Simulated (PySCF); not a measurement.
The numbers are results of M06-2X/def2-TZVP // PBE0-D3(BJ)/def2-TZVP (PySCF), not measurements. All species are isolated molecules in the gas phase. One relaxed conformer stands for a flexible species; it need not be the lowest. Delta-SCF ions had no search for a lower state. Excitations are Tamm–Dancoff values on a coarser integration grid. The basis has no diffuse functions, so Rydberg states are missing or too high.

Reference species (SMILES): `[SiH3][Ga]([SiH3])[SiH3]` (neutral, multiplicity 1).

```json
{
 "T1 excitation (TDA)": "2.75 eV",
 "LUMO": "-1.97 eV",
 "S1 oscillator strength": "0.000",
 "vertical ionisation energy (Delta-SCF)": "8.96 eV"
}
```

Changed species: `[SiH3][Ga]([SiH3])[SH]` (Si–Ga–S–H torsion 1°) (1 of 3 SiH3 replaced by SH; the reference has 0 of 3 SiH3 replaced by SH).

Q: What does the change do to the T1 excitation (TDA), LUMO, S1 oscillator strength and vertical ionisation energy (Delta-SCF)?

A: the T1 excitation (TDA) rises by 0.73 eV, to 3.48 eV; the LUMO increases by 0.56 eV, to -1.41 eV; the S1 oscillator strength is nearly the same; the vertical ionisation energy (Delta-SCF) increases by 0.21 eV, to 9.17 eV.
